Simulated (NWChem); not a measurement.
The numbers come from NWChem runs, not from measurements. System: Sb2, charge 0, spin multiplicity 1, displaced from the optimised geometry.

The NWChem input:

```
start mol
memory heap 100 mb stack 700 mb global 1900 mb
geometry units angstroms nocenter noautoz noautosym
  Sb     0.000000     0.000000     1.258040
  Sb     0.000000     0.000000    -0.880628
end
basis spherical
  * library def2-svp
end
ecp
  Sb library def2-ecp
end
scf
  rhf
  nopen 0
  maxiter 100
  thresh 1e-7
  semidirect memsize 60000000 filesize 0
end
tce
  freeze core 8
  cr-ccsd(t)
  2eorb
  2emet 13
  thresh 1e-6
  maxiter 100
  tilesize 24
end
task tce energy
```

The output up to the point where the run's verdict is printed (cleaned and shortened):

```
             Northwest Computational Chemistry Package (NWChem) 7.3.0
             --------------------------------------------------------

                                NWChem Input Module
                                -------------------

 Scaling coordinates for geometry "geometry" by  1.889725989
 (inverse scale =  0.529177249)

                             Geometry "geometry" -> ""
                             -------------------------

 Output coordinates in angstroms (scale by  1.889725989 to convert to a.u.)

  No.       Tag          Charge          X              Y              Z
 ---- ---------------- ---------- -------------- -------------- --------------
    1 Sb                  51.0000     0.00000000     0.00000000     1.25804000
    2 Sb                  51.0000     0.00000000     0.00000000    -0.88062800

 Effective nuclear repulsion energy (a.u.)     643.5734881002

            Nuclear Dipole moment (a.u.)
            ----------------------------
        X                 Y               Z
 ---------------- ---------------- ----------------
     0.0000000000     0.0000000000    36.3734685049


 Summary of "ao basis" -> "" (spherical)
 ------------------------------------------------------------------------------
       Tag                 Description            Shells   Functions and Types
 ---------------- ------------------------------  ------  ---------------------
 *                          def2-svp                  on all atoms

 Summary of "ao basis" -> "ao basis" (spherical)
 ------------------------------------------------------------------------------
       Tag                 Description            Shells   Functions and Types
 ---------------- ------------------------------  ------  ---------------------
 Sb                         def2-svp                10       26   4s4p2d

                                 NWChem SCF Module
                                 -----------------

  ao basis        = "ao basis"
  functions       =    52
  atoms           =     2
  closed shells   =    23
  open shells     =     0
  charge          =   0.00
[...]
     2   2 0 0    -38.161723      0.000000      0.000000
     2   1 1 0      0.000000      0.000000      0.000000
     2   1 0 1     -0.000000      0.000000      0.000000
     2   0 2 0    -38.161723      0.000000      0.000000
     2   0 1 1     -0.000000      0.000000      0.000000
     2   0 0 2    -39.295600      0.000000    193.687091

                   NWChem Extensible Many-Electron Theory Module
                   ---------------------------------------------


            General Information
            -------------------
      Number of processors :     1
         Wavefunction type : Restricted Hartree-Fock
          No. of electrons :    46
           Alpha electrons :    23
            Beta electrons :    23
           No. of orbitals :   104
            Alpha orbitals :    52
             Beta orbitals :    52
        Alpha frozen cores :     8
         Beta frozen cores :     8
     Alpha frozen virtuals :     0
      Beta frozen virtuals :     0
         Spin multiplicity : singlet
    Number of AO functions :    52
       Number of AO shells :    20
        Use of symmetry is : off
      Symmetry adaption is : off
         Schwarz screening : 0.10D-09

          Correlation Information
          -----------------------
          Calculation type : Coupled-cluster singles & doubles w/ perturbation
   Perturbative correction : Completely renormalized (T)
            Max iterations :      100
        Residual threshold : 0.10D-05
     T(0) DIIS level shift : 0.00D+00
     L(0) DIIS level shift : 0.00D+00
     T(1) DIIS level shift : 0.00D+00
     L(1) DIIS level shift : 0.00D+00
     T(R) DIIS level shift : 0.00D+00
     T(I) DIIS level shift : 0.00D+00
   CC-T/L Amplitude update :  5-th order DIIS
                I/O scheme : Global Array Library
        L-threshold :  0.10D-05
        EOM-threshold :  0.10D-05
 no EOMCCSD initial starts read in
 TCE RESTART OPTIONS
 SLICE:      F
 D4D5:       F
 quantumc:   F
 qrotation:  F
 pwtce:      F
 qducc:      F
 nacto:                         0
 nrotv:                         0
 nrot:                          0

            Memory Information
            ------------------
          Available GA space size is     249034096 doubles
          Available MA space size is     104850548 doubles

 Maximum block size supplied by input
 Maximum block size        24 doubles

 tile_dim =     15

 -------------------------------------------------

 Global array virtual files algorithm will be used

 Parallel file system coherency ......... OK

 4-electron integrals stored in orbital form

 v2    file size   =           972586
 4-index algorithm nr.  13 is used
 imaxsize =       30
 imaxsize ichop =        0


CCSD iterations
 ---------------------------------------------------------
 Iter          Residuum       Correlation     Cpu    Wall
 ---------------------------------------------------------
    1   0.0934191560759  -0.2079858897121     0.2     0.2
    2   0.0271931339961  -0.2134707485759     0.2     0.2
    3   0.0109702575006  -0.2185871394177     0.2     0.2
    4   0.0053459454165  -0.2195642771472     0.2     0.2
    5   0.0028296261511  -0.2201326489034     0.2     0.2
    6   0.0006036960856  -0.2205285708448     0.2     0.2
    7   0.0002306074969  -0.2205750717737     0.2     0.2
    8   0.0001181431017  -0.2205749929843     0.2     0.2
    9   0.0000651451016  -0.2205758858773     0.2     0.2
   10   0.0000372207800  -0.2205770487815     0.2     0.2
   11   0.0000055144826  -0.2205789435454     0.2     0.2
   12   0.0000019455119  -0.2205791225510     0.2     0.2
   13   0.0000008800225  -0.2205794129684     0.2     0.2
 -----------------------------------------------------------------
 Iterations converged
 CCSD correlation energy / hartree =        -0.220579412968391
 CCSD total energy / hartree       =      -478.688756156241823

 Singles contributions

 Doubles contributions
 CR-CCSD(T)
```

The run crashed. NWChem stopped with the message: ccsd_t 3.
